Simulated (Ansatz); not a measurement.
`C=[N][SnH3]`, charge 0, multiplicity 1.

(1) Give a relaxed structure at PBE0-D4/def2-TZVP (Ansatz 0.2.0). (Best estimate.)

Results:

(1) Ansatz gave: 
Z-matrix (Å, degrees):
```
Sn
N 1 2.056
H 1 1.716 2 108.3
H 1 1.703 2 107.1 3 -120.4
H 1 1.703 2 107.1 3 120.4
C 2 1.258 1 119.1 3 -0.0
H 6 1.104 2 125.8 1 0.0
H 6 1.099 2 119.5 1 -180.0
```
Point group Cs.
